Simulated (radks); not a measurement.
Results of a calculation; reference values are marked as such.
Q: Pt64+, 14 electrons, occupied as [Ne] 3s2 3p2. Level of theory: Dirac Kohn-Sham, PBE, spin-unpolarised, spherical densities, finite nucleus; open shells fill j = l - 1/2 first; Fermi nuclear charge, rms radius 5.427 fm (a radial shooting solver on a logarithmic mesh with Libxc functionals). Some entries of the table are withheld. Estimate them.

| orbital | occ. | eigenvalue (eV) | <r> (bohr) | <r^2> (bohr^2) |
|---|---|---|---|---|
| 1s1/2 | 2 | -83690.13 | 0.01715 | (1) |
| 2s1/2 | 2 | -18920.31 | 0.07085 | 0.005991 |
| 2p1/2 | 2 | -18421.80 | 0.05831 | 0.004233 |
| 2p3/2 | 4 | -16648.71 | 0.06644 | 0.005355 |
| 3s1/2 | 2 | -7647.871 | 0.1720 | 0.03389 |
| 3p1/2 | 2 | -7465.994 | (2) | 0.03023 |
| 3p3/2 | 0 | -6991.665 | (3) | 0.03475 |
| 3d3/2 | 0 | -6755.503 | 0.1480 | 0.02529 |
| 3d5/2 | 0 | -6644.077 | 0.1518 | 0.02648 |
| 4s1/2 | 0 | -4082.822 | 0.3206 | 0.1160 |

A: 
(1) 1s1/2 <r^2> (bohr^2): 0.0004059
(2) 3p1/2 <r> (bohr): 0.1612
(3) 3p3/2 <r> (bohr): 0.1733
